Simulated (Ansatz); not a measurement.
Correlation energies of `[OH][Ta]([Cl])([Cl])([Cl])[Cl]` by basis set

```tsv
atom	x (Å)	y (Å)	z (Å)
O1	1.3839	-0.2785	0.6046
Ta2	-0.2890	0.0590	-0.1284
Cl3	-0.3623	-2.0557	-1.0045
Cl4	-1.1474	0.4678	1.9554
Cl5	-2.3944	0.4810	-1.0460
Cl6	0.5691	1.7811	-1.3700
H7	2.2401	-0.4548	0.9890
```

Total charge 0; spin multiplicity 1. Correlated methods include outer-core shells of Ta, which these sets cover unevenly. Ta: def2 effective core potential. Geometry: relaxed with PBE0-D4/def2-TZVP. It is one conformer, not always the lowest. Frozen core, restricted reference, Ansatz 0.2.0.

| basis | HF (Eh) | MP2 corr. |
| --- | --- | --- |
| def2-SVP | -1969.47563 | -1.01783 |
| def2-TZVPP | -1970.22719 | -1.41266 |
| def2-QZVPP | -1970.28234 | -1.56058 |

(1) Estimate the CCSD correlation energy and the (T) correction in each basis where they were run (hartree).

Results:

(1) 
| basis | CCSD corr. | (T) |
| --- | --- | --- |
| def2-SVP | -1.03939 | -0.03734 |
| def2-TZVPP | -1.44145 | -0.07311 |
